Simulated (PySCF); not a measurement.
BCl2, SMILES Cl[B]Cl (connectivity only; charge and spin as stated), charge +1, multiplicity 1.

The structure is a stationary point at PBE-D3(BJ)/def2-TZVP. The multiplicity is an assumed one; other spin states were not compared. The isomer is the one that the SMILES or the coordinates give; other isomers of the formula were not compared.

Computed with PBE-D3(BJ)/def2-TZVP in PySCF.

Frequencies are harmonic and unscaled.

Modes within 1.5 cm⁻¹ of each other (mostly degenerate sets) share a row, with their intensities summed.

```tsv
mode	ν (cm⁻¹)	IR (km/mol)	Raman (Å⁴/amu)	depolarisation	moving atoms (share of kinetic energy)
1–2	317	22.7	0.0	–	B 87 %, Cl 13 %
3	550	0.0	11.7	0.17	Cl 100 %
4	1454	482.6	0.0	–	B 87 %, Cl 13 %
```
